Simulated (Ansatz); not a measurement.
## Ligand exchange: C4H8Ge + C3H6F2O → C3H5FGe + C4H9FO

Species: C4H8Ge `C#[C][GeH]([CH3])[CH3]`, singlet; C3H6F2O `FCCOCF`, singlet; C3H5FGe `C#[C][GeH]([CH3])[F]`, singlet; C4H9FO `CCCOCF`, singlet. The partners trade CH3 for F: Ge–CH3 and C–F bonds give way to Ge–F and C–CH3.

Shapes, held fixed at every level: PBE0-D4/def2-TZVP. Flexible molecules stand in one conformer, not always the lowest. Programs: Ansatz 0.2.0. Electronic energies: no zero-point or thermal term.

```tsv
level	kind	ΔE (kJ/mol)	less CCSD(T)/def2-TZVPP
HF/def2-TZVPP	Hartree–Fock	-115.3	-3.9
PBE-D4/def2-TZVPP	GGA	-106.3	+5.1
r2SCAN-D4/def2-TZVPP	meta-GGA	-111.5	-0.1
wB97M-V/def2-TZVPP	range-separated hybrid	-111.0	+0.4
B2PLYP/def2-TZVPP	double hybrid	-113.9	-2.5
MP2/def2-TZVPP	perturbation theory	-116.6	-5.2
CCSD/def2-TZVPP	coupled cluster or CI	-111.6	-0.2
CCSD(T)/def2-TZVPP	coupled cluster or CI	-111.4	0.0
```

The highest level, CCSD(T)/def2-TZVPP, gives ΔE = -111.4 kJ/mol; the levels span -116.6 to -106.3. The column of differences is taken from that level and isn't an error. No measured value is set beside it here. Relativity is left out for Ge unless named. Correlated rows may include outer-core shells of Ge, which these sets cover unevenly.
